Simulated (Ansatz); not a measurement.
hydrogen selenide (H$_{2}$Se), singlet, at a GFN2-xTB geometry; R2SCAN/cc-pVTZ (Ansatz, a first-principles code).

Here is a job for Ansatz.
Ansatz 0.2 input:
```yaml
crystal:
  periodic: [false, false, false]
  atoms:
    - {symbol: Se, position_ang: [-0.00212195, 0.05573074, -0.00140146]}
    - {symbol: H, position_ang: [-0.99156528, -0.98670710, 0.01758038]}
    - {symbol: H, position_ang: [1.06371165, -0.90813823, 0.03006913]}
basis:
  gaussian:
    orbitals: cc-pVTZ
hamiltonian:
  xc: r2scan
accuracy: high
```

It wrote (shortened):

```
Functional definition: r2SCAN
1068 factors; integrals over basis functions are off by at most 4.3e-9 eV
mean field evaluation 1: about -65382.6359 eV, gradient 1.0e1 eV
mean field evaluation 2: about -65382.8231 eV, gradient 6.6e0 eV
mean field evaluation 4: about -65382.9444 eV, gradient 1.4e-1 eV
mean field evaluation 8: about -65382.9401 eV, gradient 2.6e-2 eV
mean field evaluation 16: about -65382.9401 eV, gradient 7.5e-7 eV
mean field -65382.94012964 eV, -2402.7787316155 hartree, gradient 3.6e-8 eV, S^2 0.000000; 0 other end points of the search recorded, 0 dependent functions left out
reference -65382.94013017 eV, -2402.7787316350 hartree; 18, 18 occupied and 53, 53 virtual orbitals, 1068 factors
Total energy: -65382.94013017 eV, -2402.7787316350 hartree
```
